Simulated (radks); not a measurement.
Effect of the nuclear size on the nickel ion Ni+, [Ar] 3d9. Method: Dirac Kohn-Sham, exchange-only LDA, spin-unpolarised, spherical densities, finite nucleus; open shells fill j = l - 1/2 first; Fermi nuclear charge, rms radius 3.7757 fm; computed with a radial shooting solver on a logarithmic mesh with Libxc functionals. The rms radius is varied about that value; shifts are against it.

rms radius (fm) = 3.0998: total energy shift (eV) -0.0513; density at nucleus (e/bohr^3) 1.968e+04; 1s1/2 shift (meV) -21.8; 2s1/2 shift (meV) -2.04; 3s1/2 shift (meV) -0.307
rms radius (fm) = 3.6096: total energy shift (eV) -0.0135; density at nucleus (e/bohr^3) 1.953e+04; 1s1/2 shift (meV) -5.75; 2s1/2 shift (meV) -0.537; 3s1/2 shift (meV) -0.081
rms radius (fm) = 3.7757: total energy shift (eV) 0; density at nucleus (e/bohr^3) 1.949e+04; 1s1/2 shift (meV) 0.000; 2s1/2 shift (meV) 0.000; 3s1/2 shift (meV) 0.000
rms radius (fm) = 4.1042: total energy shift (eV) 0.0284; density at nucleus (e/bohr^3) 1.941e+04; 1s1/2 shift (meV) 12.1; 2s1/2 shift (meV) 1.13; 3s1/2 shift (meV) 0.170
rms radius (fm) = 4.6441: total energy shift (eV) 0.0799; density at nucleus (e/bohr^3) 1.929e+04; 1s1/2 shift (meV) 34.0; 2s1/2 shift (meV) 3.18; 3s1/2 shift (meV) 0.478

Slopes of the eigenvalues against <r^2> in GHz/fm^2, as finite differences over the two radii next to the reference (eigenvalue slopes, not the field-shift constants of lines): 1s1/2 1130, 2s1/2 106, 3s1/2 15.9.
